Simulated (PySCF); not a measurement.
FH₃OSi, SMILES O[SiH2]F.

The structure is a stationary point at B3LYP-D3(BJ)/def2-TZVP. The geometry has at least one imaginary mode, so it is a saddle point at that level. Other conformers were not sampled.

Calculation: PySCF with CAM-B3LYP/def2-TZVPD.

The total energy is -466.52943 hartree and the point group is Cs. The highest occupied level comes out as -10.46 eV. The lowest empty level is 0.51 eV and the orbital gap is 10.98 eV. The dipole moment is 0.56 D and the quadrupole, principal values (traceless, Buckingham form, about the centre of nuclear charge) comes out as -6.29, -0.25, 6.54 D·Å. The mean static polarisability is 30.4 bohr³ (4.50 Å³) and the polarisability, principal values is 29.0, 30.5, 31.7 bohr³.
